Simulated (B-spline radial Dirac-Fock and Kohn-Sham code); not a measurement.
In the model described below, an L3 (2p3/2) vacancy in Co¹⁴⁺, 1s2 2s2 2p6 3s2 3p1, lives for 34 fs, which corresponds to a natural width of 0.0195 eV. Out of 1000 such holes, about 18 decay by emitting a photon and the rest by ordinary Auger emission. The strongest X-ray line is Lℓ (L3-M1) at 776.7 eV, with 100 % of the radiative rate. The strongest electron group is L3-M1M3 near 304 eV, with 75 % of the non-radiative rate.

Input of the calculation (task.json; shells as n, l, electrons):

```json
{"items": [{
  "Z": 27,
  "q": 14,
  "cfg": [[1, 0, 2], [2, 0, 2], [2, 1, 6], [3, 0, 2], [3, 1, 1]],
  "A": 59,
  "rrms": 3.7875,
  "do": ["binding", "quiet", "decay"],
  "holes": ["K", "L1", "L2", "L3", "M1"]
}]}
```

Launch: `python xray_run.py task.json out`

Level of theory: a relativistic independent-particle model: LDA orbitals of the hole state, radiative multipoles to third order, Auger rates from the Coulomb interaction with a continuum orbital, Dirac-Fock energies; a B-spline atomic structure program.
